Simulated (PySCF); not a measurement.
Input of a run (PBE0-D3(BJ)/def2-SVP geometry optimisation, gas phase (PySCF 2.14.0)), started from GFN2-xTB:
```
{"job": {"xc": "PBE0", "basis": "def2-SVP", "d3": "d3bj", "grid": 1, "kind": "geom"}, "charge": 0, "multiplicity": 2}
O      2.036180    -0.141960    -1.373540
C      1.471450    -0.142420    -0.310920
O      2.110710    -0.288440     0.861210
C      0.029790     0.009690    -0.123550
C     -0.722160     0.015290     1.035730
C     -2.030390     0.186390     0.589110
C     -2.023070     0.274500    -0.766990
O     -0.763600     0.167240    -1.210340
H      3.062510    -0.389940     0.701500
H     -0.356890    -0.090290     2.034230
H     -2.803690     0.405280    -1.488350
```

Output (energies in Eh, forces in Eh/bohr):
```
step   0  E = -417.14820094  max force = 0.012657
step   1  E = -417.14892759  max force = 0.010596
step   2  E = -417.14919074  max force = 0.007896
step   3  E = -417.14956676  max force = 0.005312
step   4  E = -417.14965839  max force = 0.002732
step   5  E = -417.14969149  max force = 0.000471
step   6  E = -417.14969418  max force = 0.000228
optimisation converged
```

**Question.** Summarise the run.

**Answer.** The energy falls by 0.041 eV over 7 energy and gradient evaluations, the largest force component goes from 0.0127 to 2.3e-04 Eh/bohr, and the atoms move by 0.040 Å rms after alignment. The bond that changes most is C5–H10 (ends: carbon bonded to 2 C and H; hydrogen on carbon), which lengthens by 0.019 Å. Bonds longer at the end by more than 0.005 Å: 4 of 11; shorter: 1. Among the angles that change most is C2–O3–H9, from 109.5° to 106.3°. The energy never rose by more than 1e-6 Eh on the way. The first step brought 49 % of the lowering.

**Question.** What are the final bond lengths?

**Answer.** O1=C2 1.202 Å, C2–O3 1.341 Å, C2–C4 1.466 Å, C4–C5 1.376 Å, C5–C6 1.409 Å, C6–C7 1.360 Å, C7–O8 1.347 Å, C4–O8 1.350 Å, O3–H9 0.969 Å, C5–H10 1.087 Å, C7–H11 1.086 Å. Numbering counts from 1 in the input's order; the species is `O=C(O)c1c[c]co1` [radical].

The run used 127 basis functions and 57 SCF cycles in all.

Not checked by PBE0-D3(BJ)/def2-SVP frequencies. ⟨S²⟩ = 0.760 (exact for a doublet: 0.75).

The values belong to the conformer `[O:1]=[C:2]([OH:3])[c:4]1[cH:5][c:6][cH:7][o:8]1`: O1–C2–C4–C5 180°, H–O3–C2–O1 0°.
